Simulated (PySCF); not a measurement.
Compound: C5H4F2O2.
Atom-mapped SMILES: `[F:1][CH:2]([F:3])[O:4][c:5]1[cH:6][cH:7][cH:8][o:9]1` (hydrogens: H10 on C2; H11 on C6; H12 on C7; H13 on C8)

The geometry is computed with GFN2-xTB (gas phase).

(1) Give the optimised bond lengths and angles.

Answers

(1) 
```json
{"bond": "F1–C2", "length (bohr)": "2.558"}
{"bond": "C2–F3", "length (bohr)": "2.527"}
{"bond": "C2–O4", "length (bohr)": "2.567"}
{"bond": "O4–C5", "length (bohr)": "2.579"}
{"bond": "C5–C6", "length (bohr)": "2.568"}
{"bond": "C6–C7", "length (bohr)": "2.685"}
{"bond": "C7–C8", "length (bohr)": "2.561"}
{"bond": "C8–O9", "length (bohr)": "2.565"}
{"bond": "C5–O9", "length (bohr)": "2.536"}
{"bond": "C2–H10", "length (bohr)": "2.088"}
{"bond": "C6–H11", "length (bohr)": "2.019"}
{"bond": "C7–H12", "length (bohr)": "2.022"}
{"bond": "C8–H13", "length (bohr)": "2.023"}
```

A selection of angles:
```json
{"angle": "F1–C2–F3", "degrees": "106.4"}
{"angle": "F1–C2–O4", "degrees": "111.2"}
{"angle": "F1–C2–H10", "degrees": "107.5"}
{"angle": "F3–C2–O4", "degrees": "107.7"}
{"angle": "F3–C2–H10", "degrees": "109.1"}
{"angle": "O4–C2–H10", "degrees": "114.6"}
{"angle": "C2–O4–C5", "degrees": "116.9"}
{"angle": "O4–C5–C6", "degrees": "128.4"}
{"angle": "O4–C5–O9", "degrees": "119.8"}
{"angle": "C6–C5–O9", "degrees": "111.7"}
{"angle": "C5–C6–C7", "degrees": "105.0"}
{"angle": "C5–C6–H11", "degrees": "126.8"}
{"angle": "C7–C6–H11", "degrees": "128.1"}
{"angle": "C6–C7–C8", "degrees": "106.5"}
{"angle": "C6–C7–H12", "degrees": "126.4"}
{"angle": "C8–C7–H12", "degrees": "127.0"}
{"angle": "C7–C8–O9", "degrees": "110.4"}
{"angle": "C7–C8–H13", "degrees": "132.9"}
{"angle": "O9–C8–H13", "degrees": "116.6"}
{"angle": "C5–O9–C8", "degrees": "106.3"}
```

Torsions: F1–C2–O4–C5 -81° (synclinal); C2–O4–C5–C6 180° (antiperiplanar). The mirror-image conformer, all signs reversed, is as good.

The 5-membered ring C5–C6–C7–C8–O9 has internal angles of 105.0° to 111.7°; it is planar, 0.00 Å rms from its mean plane, widest ring torsion 0°. O9 (furan-type oxygen) is bent (angle 106.3°). Of the pairs four or more bonds apart, O9···H10 is among the closest relative to their van der Waals radii: 2.41 Å, 89 % of the sum of Bondi's values. The 3 C–C bonds span 1.355 Å (C7–C8, aromatic) to 1.421 Å (C6–C7, aromatic), a spread of 0.066 Å. The 4 C–O bonds span 1.342 Å (C5–O9, aromatic) to 1.365 Å (O4–C5, drawn single), a spread of 0.023 Å. O4 (aryl ether oxygen) is bent (angle 116.9°).

Point group: C1 (no symmetry element, even within 0.4 Å). Whether it is a minimum is left open (no frequencies). The numbers are those of one conformer.
